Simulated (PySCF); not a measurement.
SMILES CCCCc1ccccc1 (C10H14), GFN2-xTB optimised geometry.

```
24

C     -1.48    -2.71    -3.85
C     -0.92    -2.44    -2.46
C     -2.04    -2.19    -1.44
C     -1.49    -1.90    -0.04
C     -0.72    -0.62     0.00
C     -1.38     0.60     0.00
C     -0.68     1.79     0.00
C      0.71     1.78     0.00
C      1.38     0.57     0.00
C      0.67    -0.62     0.00
H     -2.06    -1.86    -4.20
H     -2.13    -3.58    -3.84
H     -0.67    -2.89    -4.56
H     -0.27    -1.56    -2.49
H     -0.32    -3.29    -2.13
H     -2.68    -3.07    -1.40
H     -2.64    -1.35    -1.77
H     -2.33    -1.84     0.66
H     -0.86    -2.73     0.28
H     -2.46     0.62     0.01
H     -1.21     2.73     0.00
H      1.26     2.71     0.00
H      2.46     0.55     0.00
H      1.21    -1.56     0.00
```

Density from CAM-B3LYP/def2-SVP (PySCF) at that geometry.

Minimum of the electron density along straight lines between bonded atoms, close to the bond critical point (lines longer than 1.1 times the sum of covalent radii, or with two minima, are not listed):

```
bond     length / Å  ρ at the minimum / e bohr⁻³  ∇²ρ there / e bohr⁻⁵  position (fraction from the first atom)
-------  ----------  ---------------------------  --------------------  ---------------------------------------
C1–C2         1.524                        0.246                 -0.57                                     0.50
C2–C3         1.526                        0.247                 -0.58                                     0.50
C3–C4         1.534                        0.242                 -0.55                                     0.50
C4–C5         1.502                        0.258                 -0.62                                     0.49
C5–C6         1.390                        0.312                 -0.80                                     0.50
C6–C7         1.383                        0.315                 -0.82                                     0.50
C7–C8         1.385                        0.315                 -0.82                                     0.50
C8–C9         1.384                        0.315                 -0.82                                     0.50
C5–C10        1.389                        0.313                 -0.81                                     0.50
C9–C10        1.384                        0.315                 -0.82                                     0.50
C1–H11        1.088                        0.277                 -1.02                                     0.63
C1–H12        1.088                        0.276                 -1.02                                     0.63
C1–H13        1.088                        0.277                 -1.02                                     0.63
C2–H14        1.092                        0.278                 -1.02                                     0.63
C2–H15        1.093                        0.276                 -1.00                                     0.62
C3–H16        1.093                        0.276                 -1.01                                     0.62
C3–H17        1.092                        0.277                 -1.01                                     0.62
C4–H18        1.093                        0.276                 -1.01                                     0.62
C4–H19        1.092                        0.277                 -1.01                                     0.62
C6–H20        1.081                        0.282                 -1.07                                     0.63
C7–H21        1.081                        0.283                 -1.09                                     0.63
C8–H22        1.080                        0.283                 -1.08                                     0.63
C9–H23        1.081                        0.283                 -1.09                                     0.63
C10–H24       1.081                        0.283                 -1.08                                     0.63
```
